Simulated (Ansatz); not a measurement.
`C[O][Hf]([OH])([OH])[S]C`, charge 0, multiplicity 1.

Q: Give a relaxed structure at PBE0-D4/def2-TZVP (Ansatz). (Estimate.)

A: The calculation gave: 
Cartesian coordinates in Å:
```
C 1.775 -2.483 -1.104
O 0.913 -1.488 -0.663
Hf -0.326 -0.095 -0.259
O -0.602 1.131 -1.719
O -2.034 -0.776 0.327
S 0.705 1.140 1.602
C -0.550 2.456 1.780
H 2.065 -2.313 -2.147
H 2.682 -2.495 -0.492
H 1.298 -3.466 -1.033
H -0.888 1.572 -2.511
H -2.654 -1.382 0.719
H -0.248 3.085 2.618
H -0.603 3.073 0.883
H -1.534 2.041 1.999
```
This is one stationary point; other conformers may exist.
